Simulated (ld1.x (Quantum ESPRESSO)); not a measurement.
# How hard is this Te TM potential?

```json
{
  "Element": "Te (Z = 52)",
  "Generator": "ld1.x (Quantum ESPRESSO) 7.5",
  "Type": "norm-conserving Troullier–Martins (Kleinman–Bylander form)",
  "Functional": "LDA (PZ)",
  "Relativity": "scalar-relativistic",
  "Frozen core": "[Kr]",
  "Valence charge": "16",
  "Reference configuration": "4d10 5s2 5p4",
  "Partial waves": "5s (bound): rc 1.95 bohr; 4d (bound): rc 1.35 bohr; 5p (bound): rc 1.60 bohr",
  "Local potential": "the p channel",
  "Core correction": "a·sin(br)/r model core, default radius (core density twice the valence density)"
}
```

The pseudo-atom Hamiltonian at the reference potential is diagonalised in spherical Bessel functions j_l(qr) that vanish at 20 bohr, with q² up to the cutoff. All-electron valence levels (Ry): 5s -1.1290, 4d -3.0646, 5p -0.4496.

**Question.** How do the lowest levels (Ry) of each channel move with the cutoff, and are there ghosts?

**Answer.**

```json
{"cutoff (Ry)": "8", "s #1": "-2.5594", "s #2": "-1.0413", "d #1": "0.0290", "d #2": "0.0887", "p #1": "-0.3887", "p #2": "0.0312", "f #1": "0.1140", "f #2": "0.2390", "Σ f·Δε (mRy)": "31354.5"}
{"cutoff (Ry)": "12", "s #1": "-6.5431", "s #2": "-1.1158", "d #1": "0.0060", "d #2": "0.0811", "p #1": "-0.4009", "p #2": "0.0306", "f #1": "0.1140", "f #2": "0.2390", "Σ f·Δε (mRy)": "30927.1"}
{"cutoff (Ry)": "21", "s #1": "-12.4632", "s #2": "-1.1207", "d #1": "-0.2506", "d #2": "0.0676", "p #1": "-0.4053", "p #2": "0.0304", "f #1": "0.1140", "f #2": "0.2390", "Σ f·Δε (mRy)": "28334.0"}
{"cutoff (Ry)": "30", "s #1": "-13.6771", "s #2": "-1.1271", "d #1": "-1.1354", "d #2": "0.0621", "p #1": "-0.4278", "p #2": "0.0292", "f #1": "0.1140", "f #2": "0.2390", "Σ f·Δε (mRy)": "19382.6"}
{"cutoff (Ry)": "45", "s #1": "-13.7931", "s #2": "-1.1286", "d #1": "-2.4877", "d #2": "0.0599", "p #1": "-0.4483", "p #2": "0.0280", "f #1": "0.1140", "f #2": "0.2390", "Σ f·Δε (mRy)": "5774.6"}
{"cutoff (Ry)": "55", "s #1": "-13.8134", "s #2": "-1.1288", "d #1": "-2.8561", "d #2": "0.0595", "p #1": "-0.4489", "p #2": "0.0279", "f #1": "0.1140", "f #2": "0.2390", "Σ f·Δε (mRy)": "2087.6"}
{"cutoff (Ry)": "70", "s #1": "-13.8170", "s #2": "-1.1290", "d #1": "-3.0199", "d #2": "0.0593", "p #1": "-0.4491", "p #2": "0.0279", "f #1": "0.1140", "f #2": "0.2390", "Σ f·Δε (mRy)": "449.2"}
{"cutoff (Ry)": "100", "s #1": "-13.8334", "s #2": "-1.1290", "d #1": "-3.0636", "d #2": "0.0593", "p #1": "-0.4493", "p #2": "0.0279", "f #1": "0.1140", "f #2": "0.2390", "Σ f·Δε (mRy)": "11.3"}
{"cutoff (Ry)": "120", "s #1": "-13.8363", "s #2": "-1.1290", "d #1": "-3.0643", "d #2": "0.0593", "p #1": "-0.4495", "p #2": "0.0279", "f #1": "0.1140", "f #2": "0.2390", "Σ f·Δε (mRy)": "3.6"}
{"cutoff (Ry)": "180", "s #1": "-13.8480", "s #2": "-1.1290", "d #1": "-3.0646", "d #2": "0.0593", "p #1": "-0.4496", "p #2": "0.0279", "f #1": "0.1140", "f #2": "0.2390", "Σ f·Δε (mRy)": "0.5"}
{"cutoff (Ry)": "230", "s #1": "-13.8492", "s #2": "-1.1290", "d #1": "-3.0646", "d #2": "0.0593", "p #1": "-0.4496", "p #2": "0.0279", "f #1": "0.1140", "f #2": "0.2390", "Σ f·Δε (mRy)": "0.0"}
{"cutoff (Ry)": "400", "s #1": "-13.8499", "s #2": "-1.1290", "d #1": "-3.0646", "d #2": "0.0593", "p #1": "-0.4496", "p #2": "0.0279", "f #1": "0.1140", "f #2": "0.2390", "Σ f·Δε (mRy)": "0.0"}
```

Result: ghost state, extra bound levels that the all-electron valence spectrum of the same l lacks: s at -188.4 eV (a true bound ghost makes a file unfit for plane-wave use); 10 mRy is reached at 110 Ry and 1 mRy at 180 Ry.
